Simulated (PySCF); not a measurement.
FGeH6NSi, SMILES [SiH2]([NH][GeH3])F. Coordinates come from a PBE-D3(BJ)/def2-SVP optimisation. The structure was generated by enumeration, and PubChem lists no compound with its InChIKey, so it may never have been made. The values are those of a single conformer.

Task: Give the equilibrium geometry at PBE-D3(BJ)/def2-SVP (PySCF confirms it by a frequency run) as bond lengths and angles. (Estimate from the structure and the level; the computed values follow.)

Result: Several could match; the one computed here: 
Atoms: Si1 F2 N3 Ge4 H5 H6 H7 H8 H9 H10. Bonded distances (Å): Si1–F2 1.645, Si1–N3 1.727, Si1–H5 1.499, Si1–H6 1.497, N3–Ge4 1.863, N3–H7 1.025, Ge4–H8 1.554, Ge4–H9 1.552, Ge4–H10 1.547. Angles (°): F2–Si1–N3 113.5, F2–Si1–H5 106.0, F2–Si1–H6 106.5, N3–Si1–H5 108.9, N3–Si1–H6 108.2, H5–Si1–H6 114.0, Si1–N3–Ge4 127.2, Si1–N3–H7 116.8, Ge4–N3–H7 114.7, N3–Ge4–H8 111.4, N3–Ge4–H9 108.8, N3–Ge4–H10 105.5, H8–Ge4–H9 109.3, H8–Ge4–H10 110.6, H9–Ge4–H10 111.2.
